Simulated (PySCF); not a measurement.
SiBr2, SMILES Br[Si]Br (connectivity only; charge and spin as stated), neutral, multiplicity 1.

The structure is a stationary point at B3LYP-D3(BJ)/def2-TZVP. The isomer is the one that the SMILES or the coordinates give; other isomers of the formula were not compared.

Method: PySCF with PBE0/def2-TZVPD.

Symmetry labels are those of the subgroup C2v that the program uses (full group C2v).

### Question
List the valence orbital energies around the gap with their symmetry. (An estimate is asked for; the answer gives what the named calculation found.)

### Answer

```json
[
 {"orbital": "HOMO−7", "symmetry": "B2", "energy (eV)": "-21.66"},
 {"orbital": "HOMO−6", "symmetry": "A1", "energy (eV)": "-14.01"},
 {"orbital": "HOMO−5", "symmetry": "B2", "energy (eV)": "-10.78"},
 {"orbital": "HOMO−4", "symmetry": "A1", "energy (eV)": "-9.79"},
 {"orbital": "HOMO−3", "symmetry": "B1", "energy (eV)": "-9.64"},
 {"orbital": "HOMO−2", "symmetry": "A2", "energy (eV)": "-8.89"},
 {"orbital": "HOMO−1", "symmetry": "B2", "energy (eV)": "-8.48"},
 {"orbital": "HOMO", "symmetry": "A1", "energy (eV)": "-7.62"},
 {"orbital": "LUMO", "symmetry": "B1", "energy (eV)": "-3.17"},
 {"orbital": "LUMO+1", "symmetry": "A1", "energy (eV)": "-0.71"},
 {"orbital": "LUMO+2", "symmetry": "B2", "energy (eV)": "-0.60"},
 {"orbital": "LUMO+3", "symmetry": "A1", "energy (eV)": "0.31"}
]
```
